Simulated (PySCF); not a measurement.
**Question.** Write Cartesian coordinates for InChI=1S/CH5ClO2Si/c2-1-5(3)4/h3-5H,1H2 as optimised with PBE0-D3(BJ)/def2-SVP.

**Answer.** 
```
atom  x, y, z in Å
O1    -0.393   -0.425    0.723
Si2    0.250    1.059    0.383
O3    -0.925    2.216    0.542
C4     1.583    1.361    1.673
Cl5    2.102    3.075    1.492
H6    -1.082   -0.760    0.143
H7     0.844    1.089   -0.984
H8    -0.596    3.106    0.709
H9     1.197    1.234    2.695
H10    2.470    0.724    1.552
```

Any rigid rotation of these coordinates is as good. Atoms count from 1 in this order. Of the pairs four or more bonds apart, Cl5···H8 is among the closest relative to their van der Waals radii: 2.81 Å, 95 % of the sum of Bondi's values. Si2 (oxygen-bound silicon) is tetrahedral (angles from 106.2° to 111.2°).

Bonds between heavy atoms (Å): O1–Si2 1.653, Si2–O3 1.656, Si2–C4 1.880, C4–Cl5 1.800.

Method used: PBE0-D3(BJ)/def2-SVP geometry optimisation, gas phase (PySCF).

Point group: C1 (no symmetry element, even within 0.4 Å). PBE0-D3(BJ)/def2-SVP frequencies: not computed here. The numbers are those of one conformer (H–O1–Si2–O3 64°, O1–Si2–O3–H 157°, O1–Si2–C4–Cl5 -171°).
